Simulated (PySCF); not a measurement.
Parent: `[CH3:1][B:2]([F:3])[F:4]`, CH3BF2.

Method used: PBE0-D3(BJ)/def2-SVP geometry optimisation, gas phase (PySCF 2.14.0). One conformer each, not checked by frequencies here.

```tsv
coordinate of the parent	value
C1–B2	1.558 Å
B2–F3	1.323 Å
B2–F4	1.323 Å
C1–B2–F3	122.9°
C1–B2–F4	121.2°
F3–B2–F4	115.9°
```

Task: How does the shared frame change in `[CH3:1][C:2]#[C:3][CH2:4][B:5]([F:6])[F:7]` with C3–C4–B5–F6 180°, C4H5BF2? Atoms pair as C1 = C4, B2 = B5, F3 = F7, F4 = F6 (parent first).

Result: 
```
  parent  relative  value in the relative  change
   C1–B2     C4–B5                1.569 Å  +0.011
   B2–F3     B5–F7                1.314 Å  -0.009
   B2–F4     B5–F6                1.321 Å  -0.002
C1–B2–F3  C4–B5–F7                 123.5°    +0.6
C1–B2–F4  C4–B5–F6                 119.6°    -1.6
F3–B2–F4  F7–B5–F6                 116.8°    +0.9
```

Of the parent's bonds, C1–B2 changes most (+0.011 Å). Bonds of the relative outside the shared frame: C1–C2 1.454, C2≡C3 1.212, C3–C4 1.453 Å.
